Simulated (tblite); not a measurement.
**Question.** Write Cartesian coordinates for `N#CC/[C]=C\C=C\CCl` [radical] as optimised with GFN2-xTB. (Doublet state.)

**Answer.** 
```xyz
16
C7H7ClN angstrom
N     -2.497    1.377   -1.101
C     -2.643    0.773   -0.141
C     -2.763    0.007    1.082
C     -1.445   -0.378    1.580
C     -0.171   -0.463    1.327
C      0.510   -0.084    0.089
C      1.828   -0.186   -0.068
C      2.530    0.184   -1.320
Cl     3.256   -1.290   -2.060
H     -3.287    0.622    1.824
H     -3.368   -0.885    0.884
H      0.489   -0.860    2.093
H     -0.114    0.301   -0.704
H      2.453   -0.578    0.724
H      3.363    0.862   -1.134
H      1.852    0.607   -2.061
```

Orientation and origin are arbitrary. Atoms count from 1 in this order. C5 (carbon bonded to 2 C and H) is planar (angles 127.2°, 118.7° and 114.1°, sum 360.0°, 0.00 Å off the plane of its three neighbours). C6 (carbon bonded to 2 C and H) is planar (angles 122.8°, 120.8° and 116.4°, sum 360.0°, 0.00 Å off the plane of its three neighbours). Of the pairs four or more bonds apart, C2···H13 is among the closest relative to their van der Waals radii: 2.63 Å, 91 % of the sum of Bondi's values. C7 (carbon bonded to 2 C and H) is planar (angles 123.3°, 120.9° and 115.8°, sum 360.0°, 0.01 Å off the plane of its three neighbours).

Bonds between heavy atoms (Å): N1≡C2 1.144, C2–C3 1.448, C3–C4 1.461, C4=C5 1.302, C5–C6 1.462, C6=C7 1.331, C7–C8 1.483, C8–Cl9 1.803.

Structure optimised with GFN2-xTB, isolated species. This method treats the open shell by occupation alone, without spin polarisation.

Point group: C1 (no symmetry element, even within 0.4 Å). Its GFN2-xTB frequencies are all real (lowest 26 cm⁻¹). Torsions: C2–C3–C4–C5 -12°, C4–C5–C6–C7 179°, C6–C7–C8–Cl9 -115°. 3 starts were optimised and ended at 0.00, 0.51 and 2.52 kcal/mol (GFN2-xTB); the lowest of these is shown.

The run took 0.53 s of wall time on an Arm Neoverse V1 with one thread, shared host with 32 logical CPUs at a one-minute load of 9.3. That covers the optimisation of the geometry.

One conformer stands for the species.

All values are computed, not measured.
